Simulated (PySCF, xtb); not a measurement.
Si(F)(Me)(Et)(OH) (C3H9FOSi), SMILES CC[Si](C)(O)F. One conformer was computed; it need not be the lowest.

Harmonic wavenumbers (cm⁻¹) from GFN2-xTB in xtb at its own minimum, in rising order: 40, 69, 129, 147, 173, 193, 236, 261, 276, 334, 634, 719, 753, 760, 804, 843, 854, 927, 987, 1027, 1080, 1243, 1302, 1378, 1418, 1476, 1476, 1483, 1511, 1512, 2960, 2986, 3019, 3035, 3042, 3049, 3051, 3057, 3659.

Q: What does B3LYP-D3(BJ)/def2-SVP (PySCF) give at its own minimum? (Estimate from the structure and the level; the computed values follow.)

A: 59, 122, 137, 170, 212, 233, 257, 311, 325, 364, 617, 672, 735, 763, 777, 845, 878, 929, 976, 981, 1040, 1249, 1270, 1282, 1397, 1427, 1431, 1433, 1479, 1481, 3019, 3027, 3037, 3063, 3102, 3112, 3128, 3133, 3877. Paired by order, the mean absolute difference is 40 cm⁻¹ and the zero-point energies are 74.2 and 74.8 kcal/mol.
